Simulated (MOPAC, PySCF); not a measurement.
Species: SiClF$_{2}$ (charge -1, singlet). SMILES: F[Si-](F)Cl
Geometry: optimised at B3LYP-D3(BJ)/def2-TZVP (Ansatz).

Unscaled harmonic wavenumbers (cm⁻¹) in rising order, each level at the stationary point that it reaches from this structure (no distance between atoms moves by over 0.3 Å); the order of modes can differ between levels, and a negative number is imaginary. B3LYP-D3(BJ)/def2-TZVP (PySCF, at the structure above): 187, 211, 320, 376, 707, 727.

AM1 (MOPAC): 198, 229, 283, 353, 1076, 1115. Zero-point energy 4.7 against 3.6 kcal/mol; where all levels lie over 400 cm⁻¹, the wavenumbers are on average 1.528 times those of B3LYP-D3(BJ)/def2-TZVP.

PM3 (MOPAC): 208, 228, 289, 375, 890, 894. Zero-point energy 4.1 against 3.6 kcal/mol; where all levels lie over 400 cm⁻¹, the wavenumbers are on average 1.244 times those of B3LYP-D3(BJ)/def2-TZVP.

PM7 (MOPAC): 170, 202, 218, 521, 857, 976. Zero-point energy 4.2 against 3.6 kcal/mol; where all levels lie over 400 cm⁻¹, the wavenumbers are on average 1.277 times those of B3LYP-D3(BJ)/def2-TZVP.
